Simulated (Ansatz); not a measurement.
A run on CH$_{3}$AlSe (`[CH2]1[AlH][Se]1`) with other settings.

```yaml
crystal:
  periodic: [false, false, false]
  atoms:
    - {symbol: C, position_ang: [-0.284608, -0.109770, -0.977262]}
    - {symbol: Al, position_ang: [0.302998, 0.523836, 1.255708]}
    - {symbol: Se, position_ang: [0.596082, -2.124034, 0.385766]}
    - {symbol: H, position_ang: [-1.566349, -0.339680, -1.363678]}
    - {symbol: H, position_ang: [0.526291, 0.114985, -2.043526]}
    - {symbol: H, position_ang: [0.478211, 1.854661, 2.685240]}
basis:
  gaussian: {orbitals: "6-31G*"}
hamiltonian: {xc: {name: revPBE}, pseudopotentials: {relativity: none}}
output: {forces: true}
```

```sh
$ ansatz run in.yaml --threads 2 --pin off --events-out ev --progress --plain --max-ram 4352MiB
```

Output, abridged:

```
Functional definition: revPBE
871 factors; their error is unknown
mean field evaluation 1: about -73008.1794 eV, gradient 3.7e1 eV
mean field evaluation 2: about -72951.3890 eV, gradient 1.1e2 eV
mean field evaluation 4: about -73006.5919 eV, gradient 4.0e1 eV
mean field evaluation 8: about -73012.7150 eV, gradient 3.5e-1 eV
mean field evaluation 16: about -73012.2729 eV, gradient 7.1e0 eV
mean field -73012.71545143 eV, -2683.1678030442 hartree, gradient 1.2e-5 eV, S^2 0.000000; 1 other end points of the search recorded, 0 dependent functions left out
reference -73012.71549808 eV, -2683.1678047585 hartree; 28, 28 occupied and 47, 47 virtual orbitals, 871 factors
Total energy: -73012.71549808 eV, -2683.1678047585 hartree
Atom 0 at    -0.284608    -0.109770    -0.977262 Å, force    -0.341573    -0.106951    -1.122616 eV/Å
Atom 1 at     0.302998     0.523836     1.255708 Å, force    -0.175408    -1.524946    -1.561827 eV/Å
Atom 2 at     0.596082    -2.124034     0.385766 Å, force    -0.771552     3.418238    -0.086877 eV/Å
Atom 3 at    -1.566349    -0.339680    -1.363678 Å, force     3.949865     0.555857     1.169444 eV/Å
Atom 4 at     0.526291     0.114985    -2.043526 Å, force    -2.453445    -0.835065     3.249794 eV/Å
Atom 5 at     0.478211     1.854661     2.685240 Å, force    -0.207886    -1.507132    -1.647919 eV/Å
Dipole moment:    -0.107723     0.620447     0.083700 e Å
```

Hardware: 2 threads of an Arm Neoverse V1 on a shared host. Wall time 1.4 s, peak host memory 0.33 GiB.
